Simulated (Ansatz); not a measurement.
Two isomers of CH4ClO2Si: A = `CO[Si](O)Cl`•, B = `CO[SiH]([O])Cl`•.

Calculated with Ansatz (gas phase, PBE0-D4/def2-TZVP geometries, no zero-point term in ΔE). CCSD(T)/CBS is the MP2 limit (def2-TZVPP, def2-QZVPP) plus CCSD(T) − MP2 in def2-TZVPP, frozen cores. DFT in def2-TZVPP. B3LYP here is the variant with VWN-RPA as its local correlation; programs differ in this. No spin–orbit coupling; open shells (•) take unrestricted orbitals. Each species was taken in one conformer, which may not be the lowest.

(1) Which isomer does CCSD(T)/CBS put lower? Give the gap. (An estimate is asked.)

(2) Give E(B) − E(A) in kJ/mol with PBE0-D4, B3LYP, PBE-D4, r2SCAN-D4, CCSD/def2-TZVPP, B2PLYP, HF/def2-TZVPP. (An estimate is asked.)

Largest T1 diagnostic: 0.015.

Answers

(1) Ansatz gave: A, by 123.8 kJ/mol.

(2) Computed: PBE0-D4 122.3, B3LYP 111.6, PBE-D4 126.5, r2SCAN-D4 118.3, CCSD/def2-TZVPP 109.6, B2PLYP 119.5, HF/def2-TZVPP 52.6. None reverses the order clearly.

From PBE to PBE0 (25 % exact exchange), in def2-TZVPP and without D4, E(B) − E(A) moves by −4.0 kJ/mol. In def2-TZVPP, CCSD(T) changes the Hartree–Fock value by +63.3 kJ/mol (the triples alone add +6.3 kJ/mol) and MP2 by +94.7 kJ/mol.
